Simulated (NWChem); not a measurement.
System: C$_{3}$H$_{4}$F$_{2}$O; SMILES CO/C(F)=C/F

Input file for NWChem:

```
start job
memory heap 200 mb stack 900 mb global 1100 mb
geometry units angstroms noautoz
  C      0.060486     2.229467    -0.194690
  O      0.627389     1.112497     0.471734
  C      0.001084    -0.045464     0.297940
  F     -1.280803    -0.050926     0.652147
  C      0.609659    -1.142751    -0.154587
  F     -0.013884    -2.316054    -0.211784
  H      0.688558     3.094072     0.050907
  H      0.060743     2.073295    -1.286798
  H     -0.968623     2.417507     0.147374
  H      1.654283    -1.137805    -0.466054
end
basis spherical
  C library 6-31g*
  O library 6-31g*
  F library 6-31g*
  H library 6-31g*
end
dft
  xc pbe0
  iterations 150
  mulliken
end
task dft energy
```

Parts of the log:

```
             Northwest Computational Chemistry Package (NWChem) 7.3.0
             --------------------------------------------------------

 C1  symmetry detected

                             Geometry "geometry" -> ""
                             -------------------------

 Output coordinates in angstroms (scale by  1.889725989 to convert to a.u.)

  No.       Tag          Charge          X              Y              Z
 ---- ---------------- ---------- -------------- -------------- --------------
    1 C                    6.0000     0.19411678     2.19954082    -0.41897444
    2 O                    8.0000     0.50624558     1.13787033     0.46903081
    3 C                    6.0000    -0.03370442    -0.03968943     0.17723809
    4 F                    9.0000    -1.36088706    -0.04486844     0.09187921
    5 C                    6.0000     0.68462946    -1.15295244     0.02288498
    6 F                    9.0000     0.10900404    -2.33827283    -0.15708241
    7 H                    1.0000     0.71088197     3.08904614    -0.03941134
    8 H                    1.0000     0.55160564     1.97348365    -1.43789030
    9 H                    1.0000    -0.88940300     2.39109103    -0.44591057
   10 H                    1.0000     1.77364700    -1.14970576     0.07090274

 Effective nuclear repulsion energy (a.u.)     243.5037181432

                                 NWChem DFT Module
                                 -----------------

 Summary of "ao basis" -> "ao basis" (spherical)
 ------------------------------------------------------------------------------
       Tag                 Description            Shells   Functions and Types
 ---------------- ------------------------------  ------  ---------------------
 C                           6-31g*                  6       14   3s2p1d
 O                           6-31g*                  6       14   3s2p1d
 F                           6-31g*                  6       14   3s2p1d
 H                           6-31g*                  2        2   2s

            General Information
            -------------------
          SCF calculation type: DFT
          Wavefunction type:  closed shell.
          No. of atoms     :    10
          No. of electrons :    48
           Alpha electrons :    24
            Beta electrons :    24
          Charge           :     0
          Spin multiplicity:     1
          Use of symmetry is: off; symmetry adaption is: off
          Maximum number of iterations: 150
          AO basis - number of functions:    92
                     number of shells:    44
          Convergence on energy requested:  1.00D-06
          Convergence on density requested:  1.00D-05
          Convergence on gradient requested:  5.00D-04

              XC Information
              --------------
                         PBE0 Method XC Functional
                     Hartree-Fock (Exact) Exchange  0.250
          PerdewBurkeErnzerhof Exchange Functional  0.750
            Perdew 1991 LDA Correlation Functional  1.000 local
           PerdewBurkeErnz. Correlation Functional  1.000 non-local

             Grid Information
             ----------------
          Grid used for XC integration:  medium
          Radial quadrature: Mura-Knowles
          Angular quadrature: Lebedev.
          Tag              B.-S. Rad. Rad. Pts. Rad. Cut. Ang. Pts.
          ---              ---------- --------- --------- ---------
          C                   0.70       49          11.0       434
          O                   0.60       49           8.0       434
          F                   0.50       49          13.0       434
          H                   0.35       45          11.0       434
          Grid pruning is: on
          Number of quadrature shells:   474
          Spatial weights used:  Erf1

      Superposition of Atomic Density Guess
      -------------------------------------

 Sum of atomic energies:        -388.47270888

      Non-variational initial energy
      ------------------------------

 Total energy =    -391.090794
 1-e energy   =   -1019.516860
 2-e energy   =     384.922349
 HOMO         =      -0.206207
 LUMO         =       0.123144

     ---------------------------------------------
      Total Density - Mulliken Population Analysis
     ---------------------------------------------

    Atom       Charge   Shell Charges
 -----------   ------   -------------------------------------------------------
    1 C    6     6.24   2.00  0.70  1.84  0.63  1.01  0.05
    2 O    8     8.63   2.00  0.91  2.98  0.91  1.80  0.03
    3 C    6     5.09   2.00  0.66  1.53  0.34  0.47  0.10
    4 F    9     9.46   2.00  0.94  3.39  1.01  2.10  0.01
    5 C    6     5.91   2.00  0.69  1.78  0.51  0.87  0.06
    6 F    9     9.45   2.00  0.94  3.40  1.01  2.09  0.01
    7 H    1     0.80   0.48  0.32
    8 H    1     0.82   0.48  0.34
    9 H    1     0.81   0.48  0.33
   10 H    1     0.81   0.47  0.34

   convergence    iter        energy       DeltaE   RMS-Dens  Diis-err
 ---------------- ----- ----------------- --------- --------- ---------
 d= 0,ls=0.0,diis     1   -391.0440020869 -6.35D+02  1.36D-02  1.03D+00
 d= 0,ls=0.0,diis     2   -391.0168321987  2.72D-02  7.75D-03  1.51D+00
 d= 0,ls=0.0,diis     3   -391.1539008769 -1.37D-01  1.69D-03  4.64D-02
 d= 0,ls=0.0,diis     4   -391.1571345651 -3.23D-03  6.80D-04  7.08D-03
 d= 0,ls=0.0,diis     5   -391.1577581601 -6.24D-04  2.14D-04  9.14D-04
  Resetting Diis
 d= 0,ls=0.0,diis     6   -391.1578484735 -9.03D-05  4.65D-05  2.74D-05
 d= 0,ls=0.0,diis     7   -391.1578515692 -3.10D-06  2.36D-05  2.73D-06
 d= 0,ls=0.0,diis     8   -391.1578512446  3.25D-07  1.46D-05  5.61D-06
 d= 0,ls=0.0,diis     9   -391.1578518749 -6.30D-07  1.71D-06  5.15D-08

         Total DFT energy =     -391.157851874940
      One electron energy =    -1022.050907244079
           Coulomb energy =      434.305852211520
    Exchange-Corr. energy =      -46.916514985540
 Nuclear repulsion energy =      243.503718143159

 Numeric. integr. density =       47.999996929420

                       DFT Final Molecular Orbital Analysis
                       ------------------------------------

 Vector   22  Occ=2.000000D+00  E=-3.780907D-01
              MO Center=  2.3D-01,  5.3D-01,  4.8D-02, r^2= 4.2D+00
   Bfn.  Coefficient  Atom+Function         Bfn.  Coefficient  Atom+Function
  ----- ------------  ---------------      ----- ------------  ---------------
    19      0.256853   2 O  pz               73      0.251383   6 F  px
    46      0.233875   4 F  py               32     -0.218114   3 C  py
    17      0.214213   2 O  px               23      0.187197   2 O  pz
    77      0.182391   6 F  px                5     -0.174960   1 C  pz
    50      0.168695   4 F  py               85     -0.157097   7 H  s

 Vector   23  Occ=2.000000D+00  E=-3.332088D-01
              MO Center=  1.9D-01,  1.2D+00,  9.4D-02, r^2= 2.1D+00
   Bfn.  Coefficient  Atom+Function         Bfn.  Coefficient  Atom+Function
  ----- ------------  ---------------      ----- ------------  ---------------
    17      0.468638   2 O  px               21      0.343280   2 O  px
     3     -0.199617   1 C  px               19     -0.196546   2 O  pz
    90      0.177599   9 H  s                89      0.166664   9 H  s
    47      0.155123   4 F  pz               23     -0.152103   2 O  pz
    88     -0.138399   8 H  s                87     -0.134231   8 H  s

 Vector   24  Occ=2.000000D+00  E=-2.383287D-01
              MO Center=  2.6D-01, -5.5D-01,  7.0D-02, r^2= 2.3D+00
   Bfn.  Coefficient  Atom+Function         Bfn.  Coefficient  Atom+Function
  ----- ------------  ---------------      ----- ------------  ---------------
    61      0.390673   5 C  pz               33      0.345674   3 C  pz
    65      0.275233   5 C  pz               75     -0.263186   6 F  pz
    19     -0.229375   2 O  pz               79     -0.220770   6 F  pz
    37      0.196889   3 C  pz               47     -0.196462   4 F  pz
    23     -0.177001   2 O  pz               51     -0.162754   4 F  pz

 Vector   25  Occ=0.000000D+00  E= 4.796825D-02
              MO Center=  3.1D-01, -3.6D-01,  4.1D-02, r^2= 2.5D+00
   Bfn.  Coefficient  Atom+Function         Bfn.  Coefficient  Atom+Function
  ----- ------------  ---------------      ----- ------------  ---------------
    65      0.551909   5 C  pz               37     -0.515520   3 C  pz
    33     -0.493190   3 C  pz               61      0.431402   5 C  pz
     6     -0.400363   1 C  s                86      0.258742   7 H  s
    88      0.224453   8 H  s                 7     -0.180625   1 C  px
    79     -0.173913   6 F  pz               75     -0.170640   6 F  pz

 Vector   26  Occ=0.000000D+00  E= 1.052975D-01
              MO Center=  3.0D-01, -1.3D-01, -6.0D-02, r^2= 4.1D+00
   Bfn.  Coefficient  Atom+Function         Bfn.  Coefficient  Atom+Function
  ----- ------------  ---------------      ----- ------------  ---------------
    20      0.619649   2 O  s                64     -0.589254   5 C  py
     9     -0.529750   1 C  pz               92      0.492212  10 H  s
    76     -0.484394   6 F  s                 6     -0.409165   1 C  s
    88     -0.381024   8 H  s                34      0.374416   3 C  s
    63     -0.338649   5 C  px               78     -0.281729   6 F  py

 Vector   27  Occ=0.000000D+00  E= 1.129783D-01
              MO Center=  1.6D-01,  1.9D+00, -4.0D-01, r^2= 4.2D+00
   Bfn.  Coefficient  Atom+Function         Bfn.  Coefficient  Atom+Function
  ----- ------------  ---------------      ----- ------------  ---------------
     6      1.539509   1 C  s                86     -0.948358   7 H  s
    90     -0.945697   9 H  s                88     -0.867244   8 H  s
     8      0.681475   1 C  py               20      0.546500   2 O  s
    34     -0.497803   3 C  s                 9     -0.483250   1 C  pz
    92     -0.436190  10 H  s                62      0.291760   5 C  s

     ---------------------------------------------
      Total Density - Mulliken Population Analysis
     ---------------------------------------------

    Atom       Charge   Shell Charges
 -----------   ------   -------------------------------------------------------
    1 C    6     6.29   2.00  0.67  2.05  0.62  0.89  0.06
    2 O    8     8.47   2.00  0.89  2.93  0.96  1.67  0.03
    3 C    6     5.46   2.00  0.68  1.95  0.28  0.44  0.12
    4 F    9     9.30   2.00  0.93  3.30  1.04  2.01  0.02
    5 C    6     5.93   2.00  0.67  2.00  0.46  0.74  0.07
    6 F    9     9.30   2.00  0.93  3.30  1.04  2.01  0.02
    7 H    1     0.80   0.52  0.28
    8 H    1     0.82   0.52  0.30
    9 H    1     0.81   0.52  0.28
   10 H    1     0.82   0.52  0.30

     -------------------------------------------
      Total Density - Lowdin Population Analysis
     -------------------------------------------

    Atom       Charge   Shell Charges
 -----------   ------   -------------------------------------------------------
    1 C    6     6.23   1.99  0.56  1.85  0.44  1.27  0.12
    2 O    8     8.16   1.99  0.83  2.78  0.62  1.85  0.07
    3 C    6     5.90   1.98  0.50  1.75  0.35  1.05  0.27
    4 F    9     9.08   1.99  0.92  3.17  0.81  2.14  0.04
    5 C    6     6.09   1.99  0.53  1.82  0.41  1.17  0.17
    6 F    9     9.10   1.99  0.92  3.18  0.81  2.16  0.04
    7 H    1     0.85   0.50  0.36
    8 H    1     0.87   0.50  0.37
    9 H    1     0.86   0.50  0.37
   10 H    1     0.85   0.49  0.37

     Multipole analysis of the density
     ---------------------------------

     L   x y z        total         alpha         beta         nuclear
     -   - - -        -----         -----         ----         -------
     0   0 0 0     -0.000000    -24.000000    -24.000000     48.000000

     1   1 0 0      0.372065      0.186033      0.186033      0.000000
     1   0 1 0      0.835165      0.417583      0.417583     -0.000000
     1   0 0 1     -0.346326     -0.173163     -0.173163      0.000000

     2   2 0 0    -24.032950    -59.542034    -59.542034     95.051119
     2   1 1 0     -0.977328     -0.160894     -0.160894     -0.655540
     2   1 0 1     -0.313104      0.037197      0.037197     -0.387498
     2   0 2 0    -22.972206   -220.523526   -220.523526    418.074847
     2   0 1 1     -1.561589      3.323737      3.323737     -8.209063
     2   0 0 2    -24.858851    -22.385150    -22.385150     19.911449
```

Level: PBE0/6-31G* (spherical d). Coordinates come from a PBE0/def2-SVP optimisation.
